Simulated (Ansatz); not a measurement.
Start from `[CH3][AlH][O][SiH2][SiH3]` and change one atom or group to get `[CH3][AlH][O][SiH3]`.

Ansatz, PBE0-D4/def2-TZVP geometries, multiplicity 1. Each molecule was computed in one conformer, which needn't be the lowest.

| property | `[CH3][AlH][O][SiH2][SiH3]` |
| --- | --- |
| HOMO energy (B3LYP/def2-TZVPP) / eV | -7.41 |
| HOMO–LUMO gap (PBE/def2-TZVPP) / eV | 4.84 |
| HOMO–LUMO gap (PBE0/def2-TZVPP) / eV | 6.83 |
| LUMO energy (PBE0/def2-TZVPP) / eV | -0.77 |
| HOMO energy (ωB97M-V/def2-TZVPP) / eV | -9.70 |
| HOMO energy (PBE0/def2-TZVPP) / eV | -7.60 |

Problem. Give the same properties after the change, and the shifts. (Estimate.)

Solution. Ansatz gave: 
| property | `[CH3][AlH][O][SiH3]` | shift |
| --- | --- | --- |
| HOMO energy (B3LYP/def2-TZVPP) / eV | -7.73 | -0.32 |
| HOMO–LUMO gap (PBE/def2-TZVPP) / eV | 5.15 | 0.31 |
| HOMO–LUMO gap (PBE0/def2-TZVPP) / eV | 7.24 | 0.41 |
| LUMO energy (PBE0/def2-TZVPP) / eV | -0.69 | 0.08 |
| HOMO energy (ωB97M-V/def2-TZVPP) / eV | -10.16 | -0.46 |
| HOMO energy (PBE0/def2-TZVPP) / eV | -7.93 | -0.33 |

With PBE0 the HOMO falls by 0.33 eV and the LUMO rises by 0.08 eV, so the gap widens by about 0.41 eV. PBE moves the HOMO by -0.22 eV and ωB97M-V by -0.46 eV.

B3LYP here is the variant with VWN-RPA as its local correlation; programs differ in this.
